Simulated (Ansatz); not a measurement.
`FC(F)C(F)C(F)(F)F` → `FC(F)C(F)F` + `F[C]F`  (difluorocarbene loss)

Isolated molecules relaxed with PBE0-D4/def2-TZVP in Ansatz; ΔE leaves out vibrations. CCSD(T)/CBS adds triple-zeta CCSD(T) − MP2 to the extrapolated MP2 energy (def2 sets, frozen cores). This one scheme is used for every species. DFT in def2-TZVPP. B3LYP here is the variant with VWN-RPA as its local correlation; programs differ in this. HSE06 is defined as in plane-wave codes. One conformer a species, not always the lowest.

```csv
level,ΔE (kJ/mol),difference from CCSD(T)/CBS
LDA (SPW92),323.5,59.1
PBE-D4,267.1,2.7
revPBE-D4,256.9,-7.5
BLYP-D4,239.8,-24.6
r2SCAN-D4,280.9,16.5
B97M-V,266.7,2.3
PBE0-D4,283.0,18.6
B3LYP-D4,257.8,-6.6
r2SCANh-D4,284.6,20.2
HSE06-D4,282.4,18.0
BHLYP-D4,271.6,7.2
CAM-B3LYP-D4,269.4,5.0
ωB97X-V,270.6,6.2
ωB97M-V,262.4,-2.0
B2PLYP,255.6,-8.8
PBE-QIDH,286.6,22.2
PBE,258.7,-5.7
revPBE,231.6,-32.8
r2SCAN,278.5,14.1
B3LYP,244.7,-19.7
r2SCANh,282.1,17.7
r2SCAN0,287.1,22.7
HSE06,275.8,11.4
BHLYP,262.4,-2.0
CAM-B3LYP,262.2,-2.2
RPA@PBE/def2-TZVPP,241.3,-23.1
HF/def2-SVP,255.1,-9.3
MP2/def2-SVP,295.2,30.8
CCSD/def2-SVP,275.8,11.4
CCSD(T)/def2-SVP,275.1,10.7
HF/def2-TZVPP,231.1,-33.3
MP2/def2-TZVPP,279.7,15.3
SCS-MP2/def2-TZVPP,265.5,1.1
CCSD/def2-TZVPP,260.4,-4.0
CCSD(T)/def2-TZVPP,260.7,-3.7
MP2/def2-QZVPP,281.4,17.0
SCS-MP2/def2-QZVPP,267.0,2.6
HF/CBS(def2),229.5,-34.9
MP2/CBS(def2),283.5,19.1
CCSD/CBS(def2),264.2,-0.2
CCSD(T)/CBS,264.4,0
```

Largest T1 diagnostic among the species: 0.017.

The D4 term adds +13.1 kJ/mol with B3LYP and +7.2 kJ/mol with PBE0; it sums over pairs of atoms, weighted by their polarisabilities, and B3LYP, whose exchange is more repulsive, gets the larger term. Leaving LDA and LC-ωPBE aside and taking each functional with its dispersion term where it has one, the values, not all of them listed here, spread over 50.0 kJ/mol, from BLYP-D4 to r2SCAN0-D4. LDA lies +64.8 kJ/mol from PBE without D4.
